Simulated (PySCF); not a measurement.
Relaxation of doublet HfO(OH)

All numbers come from UPBE0 in PySCF with Hf def2-TZVP with ECP60, O def2-TZVP, H def2-TZVP; scalar-relativistic core potentials, no spin–orbit coupling; density-fitted integrals. A (50,194) grid was used.

A hand-made bent (heavy-atom frame) start, with no symmetry imposed:

Coordinates in bohr (charge 0 multiplicity 2):
```
Hf    0.0552   -0.0066   -0.3399
O     2.9189   -0.0066    1.6653
O    -3.2730   -0.0066    1.9906
H    -4.2283    1.3831    2.6593
```

(1) What does it relax to?

(2) How much energy is released, and in how many steps?

Results:

(1) It ends at Cs with Hf–O 1.748 Å, Hf–O 1.933 Å, O–H 0.958 Å; H–O–Hf 131.4°, O–Hf–O 109.3°. A frequency run shows a minimum. Other isomers or separated fragments may lie lower.

(2) 85.6 kJ/mol in 14 steps.

Open d and f shells are described by one determinant, and the ground state may have another occupation or spin. No spin–orbit coupling is included, which matters more the heavier the element.
